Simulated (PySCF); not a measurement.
# One molecule, several mistakes: BCH6NSi

Calculated results; nothing here was measured. They come from PySCF 2.14.0, an open-source quantum chemistry program, on an isolated molecule that a program drew, which may never have been made. The molecule is BCH6NSi (charge 0, singlet), drawn as the SMILES string `C=BN[SiH3]`.

Each row is a Hartree-Fock (HF) and frozen-core CCSD(T) single point in the cc-pV(D+d)Z basis, meant for a local HF minimum. Run 1 is clean. Each other run has one planted mistake out of seven kinds, and not every kind appears here: one electron removed, one electron added, multiplicity raised by two, geometry at a saddle point, minimal basis STO-3G, one bond length entered in bohr, all coordinates scaled. The reference is restricted for singlets and unrestricted otherwise, and also for a bond in bohr. Adding or removing an electron swaps singlet and doublet. Electrons count all cores. HOMO and LUMO are orbital energies over both spins, the gradient is its largest component, and the lowest frequency (negative if imaginary) is given only where the gradient is small. Bond lengths are over the 9 bonds as drawn. T1 is the CCSD diagnostic: over 0.02 (restricted) or 0.045 (unrestricted) a single reference is doubtful.

Geometry of the clean run:
```xyz
10
BCH6NSi, angstrom
C    -1.3939   -0.4394   -1.9038
B    -1.8179   -0.8271   -0.6385
N    -2.2255   -1.2041    0.6218
Si   -1.4392   -0.8363    2.1492
H    -1.7163    0.4919   -2.3548
H    -0.7243   -1.0523   -2.4959
H    -3.0697   -1.7493    0.6600
H    -0.2312   -0.0504    1.8499
H    -2.3621   -0.0712    3.0148
H    -1.0897   -2.0938    2.8440
```

| run | electrons | basis functions | <S^2> | HOMO (eV) | LUMO (eV) | gradient (hartree/bohr) | lowest frequency (cm^-1) | mean bond (Å) | longest bond (Å) | T1 | HF (hartree) | CCSD(T) (hartree) | mistake |
|---|---|---|---|---|---|---|---|---|---|---|---|---|---|
| 1 | 38 | 95 | 0.000 | -8.22 | 3.53 | 2.3e-05 | 52 | 1.3473 | 1.757 | 0.0131 | -409.44710 | -409.99236 | no fault |
| 2 | 38 | 95 | 0.000 | -8.60 | 3.85 | 9.4e-02 | - | 1.2301 | 1.604 | 0.0108 | -409.35115 | -409.87989 | all coordinates scaled |
| 3 | 37 | 95 | 0.756 | -16.77 | -5.54 | 1.2e-01 | - | 1.3473 | 1.757 | 0.0142 | -409.19947 | -409.69989 | one electron removed |
| 4 | 38 | 30 | 0.000 | -5.85 | 9.48 | 4.9e-02 | - | 1.3473 | 1.757 | 0.0167 | -404.59587 | -404.84814 | minimal basis STO-3G |
| 5 | 38 | 95 | 0.805 | -8.28 | 1.56 | 1.0e-02 | - | 1.4935 | 2.794 | 0.0481 | -409.33218 | -409.86957 | one bond length entered in bohr |
| 6 | 39 | 95 | 0.758 | 2.58 | 8.90 | 5.5e-02 | - | 1.3473 | 1.757 | 0.0228 | -409.33375 | -409.90364 | ? |

**Which mistake was planted in run 6, and what did it cost?**

It counts 39 electrons, one more than the clean run, at the same geometry and basis. So the mistake is: one electron added. Subtracting run 1 and multiplying by 627.51 kcal/mol a hartree, the energy moved by 71.1 kcal/mol in HF and 55.7 kcal/mol in CCSD(T).

Cautions from the logs. Run 5: T1 is over the limit, so its CCSD(T) energy is less reliable; run 6: the HOMO is above zero, so the electron isn't bound and the energy depends on the basis.
